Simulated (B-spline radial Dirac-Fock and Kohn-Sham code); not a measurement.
# Relativistic shifts of the levels of Ti⁺

System: Ti⁺ in the configuration [Ar] 3d2 4s1.

Both columns are ΔSCF binding energies of the configuration average from a B-spline atomic structure program: non-relativistic Hartree-Fock with a point nucleus, and Dirac-Fock with a finite nucleus and the Coulomb interaction alone, averaged over the two j levels with weights 2j+1.

| shell | Hartree-Fock (eV) | Dirac-Fock (eV) | shift (eV) | shift (%) |
| --- | --- | --- | --- | --- |
| 1s | 4958.9 | 4991.2 | +32.22 | +0.65 |
| 2s | 576.6 | 582.8 | +6.21 | +1.08 |
| 2p | 476.5 | 477.2 | +0.70 | +0.15 |
| 3p | 53.21 | 53.28 | +0.07 | +0.13 |
| 3d | 16.48 | 16.29 | -0.19 | -1.15 |
| 4s | 12.64 | 12.72 | +0.08 | +0.64 |

Relativity binds 1s, 2s, 2p, 3p, 4s more strongly, among those listed most of all 2s in relative terms, and 3d more weakly, because the contracted s and p shells screen the nucleus better.

Values without a named source are computed, but for edge energies of neutral atoms, which are taken from tables.
